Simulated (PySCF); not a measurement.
C4H12PSi (charge +1).
SMILES with atom numbers: `[PH3+:1][SiH2:2][CH:3]1[CH2:4][CH2:5][CH2:6]1` (hydrogens: H7, H8, H9 on P1; H10, H11 on Si2; H12 on C3; H13, H14 on C4; H15, H16 on C5; H17, H18 on C6)

Computed geometry: GFN2-xTB, gas phase.

(1) Give the optimised bond lengths and angles.

Results:

(1) 
```
               bond  length (pm)   order
             P1–Si2        237.0  single
             Si2–C3        189.4  single
       C3–C4, C3–C6        155.0  single
       C4–C5, C5–C6        153.4  single
P1–H7, P1–H8, P1–H9        137.7  single
   Si2–H10, Si2–H11        146.3  single
             C3–H12        109.1  single
     C4–H13, C6–H17        109.1  single
     C4–H14, C6–H18        108.7  single
             C5–H15        109.2  single
             C5–H16        108.6  single
```

Bonds in one row agree within 1 pm and their mean is given. Orders are formal, as drawn. A selection of angles:
```
      angle  degrees
  Si2–P1–H7    120.5
  Si2–P1–H8    114.0
  Si2–P1–H9    120.6
   H7–P1–H8     98.9
  P1–Si2–C3    100.4
 P1–Si2–H10     98.9
 C3–Si2–H10    117.4
H10–Si2–H11    117.2
  Si2–C3–C4    114.9
 Si2–C3–H12    110.5
   C4–C3–C6     88.9
  C4–C3–H12    113.1
   C3–C4–C5     89.8
  C3–C4–H13    116.6
  C3–C4–H14    112.4
  C5–C4–H13    115.9
  C5–C4–H14    113.1
 H13–C4–H14    108.2
   C4–C5–C6     90.1
  C4–C5–H15    113.5
  C4–C5–H16    115.3
 H15–C5–H16    108.3
```

Torsions: P1–Si2–C3–C4 51° (synclinal); Si2–C3–C4–C5 -108° (anticlinal); C3–C4–C5–C6 -9° (synperiplanar); C4–C5–C6–C3 9° (synperiplanar); Si2–C3–C6–C5 108° (anticlinal).

P1 (phosphorus bonded to Si and 3 H) is distorted tetrahedral (angles from 98.9° to 120.6°). The 4-membered ring C3–C4–C5–C6 has internal angles of 88.9° to 90.1° (sum 359°, against 360° for a flat polygon); it is slightly puckered (a soft mode that the optimisation may not have finished), 0.06 Å rms from its mean plane, widest ring torsion 9°. Si2 (SiH2 silicon) is distorted tetrahedral (angles from 98.9° to 117.5°). Of the pairs four or more bonds apart, P1···H15 is among the closest relative to their van der Waals radii: 2.86 Å, 95 % of the sum of Bondi's values.

Point group: Cs (tolerance 0.08 Å). No frequency check.

One conformer stands for the species.
